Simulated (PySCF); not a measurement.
C4H6SSi.
SMILES with atom numbers: `[SiH3:1][C:2]#[C:3][C@@H:4]1[CH2:5][S:6]1`

Geometry (GFN2-xTB, Å), atoms numbered from 1 in this order:
```
atom  x, y, z in Å
Si1    2.8732    0.1600    0.1107
C2     1.0484   -0.0380   -0.0992
C3    -0.1444   -0.1606   -0.2391
C4    -1.5523   -0.3235   -0.3675
C5    -2.4637    0.2450    0.6619
S6    -2.3578   -1.5496    0.7259
H7     3.1508    1.5880    0.2863
H8     3.2681   -0.5984    1.2984
H9     3.5277   -0.3548   -1.0934
H10   -1.9136   -0.3717   -1.3909
H11   -3.4171    0.6441    0.3415
H12   -2.0183    0.7589    1.5041
```

NICS is the negative of the GIAO shielding at a point without a nucleus: at the ring centre (0) and 1 Å above and below it (1); zz is the component along the ring normal. Level: GIAO PBE0/pcSseg-1 (PySCF, non-relativistic, gas phase) on the GFN2-xTB geometry, one conformer.

Ring bond lengths (Å), with Mayer bond orders in brackets: C4–C5 1.488 (0.95), C5–S6 1.799 (0.95), S6–C4 1.830 (0.98).

Question: Give the NICS values of each ring in ppm.

Answer: 
```tsv
ring	type	NICS(0)	NICS(1), two faces	NICS(1)zz, two faces	rms pucker (Å)	centre to ring atoms, mean (Å)
C4–C5–S6	3-membered ring with S; formal bonds all single	-47.8	-7.9 / -8.7	-21.9 / -24.8	0.00	0.99
```

Question: What do they say, and how far can they be read as aromaticity?

Answer: 
- C4–C5–S6: mean NICS(1)zz -23.4 ppm, shielded. C4, C5 have four or more neighbours, and the NICS criterion for π rings isn't applied. NICS(0) lies 40 ppm below the mean NICS(1).

Question: What is the mean of the two in-plane components of NICS at the first NICS(1) probe listed for ring C4–C5–S6, 1 Å off the ring?

Answer: The isotropic value is a third of the trace: (3 × -7.9 − (-21.9))/2 = -0.9 ppm.

Question: Give the inner angles of the rings and the Hirshfeld charges of the ring atoms.

Answer: 
- C4–C5–S6: C4 64.7° (-0.016 e), C5 66.9° (-0.065 e), S6 48.4° (-0.036 e); sum 180.0° against 180° for a flat convex ring.

Question: How shielded are the nuclei of the rings and their hydrogens (means over atoms taken as equivalent)?

Answer: 
| atoms | environment | σ isotropic (ppm) | principal values of the symmetric part, first atom (ppm) |
| --- | --- | --- | --- |
| C4 | sp3 carbon bound to sulfur | 163.9 | 130.9, 165.4, 195.5 |
| C5 | sp3 carbon bound to sulfur | 155.6 | 126.6, 162.9, 177.3 |
| S6 | sulfide sulfur | 638.3 | 113.9, 718.8, 1082.2 |
| H10 | methine hydrogen | 28.44 | 20.6, 26.4, 38.3 |
| H11 | methylene hydrogen | 29.10 | 23.2, 24.9, 39.2 |
| H12 | methylene hydrogen | 29.17 | 24.0, 26.1, 37.4 |
